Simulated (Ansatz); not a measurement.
The atomisation energy (no zero-point term) down a group: Si to Sn

Gas-phase molecules, one atom swapped for its congeners: C2HF3Si `C#C[Si](F)(F)F`; C2HF3Ge `C#[C][Ge]([F])([F])[F]`; C2HF3Sn `C#[C][Sn]([F])([F])[F]`. All are singlets with charge 0.

Shapes, held fixed at every level: PBE0-D4/def2-TZVP. Programs: Ansatz 0.2.0. Values in eV.

| level | C2HF3Si | C2HF3Sn |
| --- | --- | --- |
| HF/def2-SVP | 25.12 | 19.16 |
| r2SCAN-D4/def2-TZVPP | 35.05 | 29.08 |
| wB97M-V/def2-TZVPP | 34.99 | 28.98 |
| B2PLYP/def2-TZVPP | 34.73 | 28.74 |
| CCSD/def2-TZVPP | 33.41 | 27.47 |
| CCSD(T)/def2-TZVPP | 34.08 | 28.25 |

(1) Estimate the column for C2HF3Ge from its neighbours.

Results:

(1) The mean of the neighbours at CCSD(T)/def2-TZVPP is 31.16 eV, against 30.33 from the run. All rows: HF/def2-SVP 21.51; r2SCAN-D4/def2-TZVPP 31.06; wB97M-V/def2-TZVPP 30.84; B2PLYP/def2-TZVPP 30.73; CCSD/def2-TZVPP 29.60; CCSD(T)/def2-TZVPP 30.33 eV. At CCSD(T)/def2-TZVPP the atomisation energy falls at every step, from 34.08 to 28.25 eV. Every level shows the same order. For atoms past krypton def2 sets carry core potentials with scalar relativity. Relativity is left out for Ge. Outer-core shells of Ge, Sn are correlated, in sets that cover them unevenly. Spin-orbit coupling, which grows down the group, is left out (summed over each molecule's free atoms 0.08, 0.18, 0.36 eV). Coupled cluster in double- or triple-zeta sets underbinds by a few per cent against its basis-set limit. CCSD also lacks the triples, which bind further.
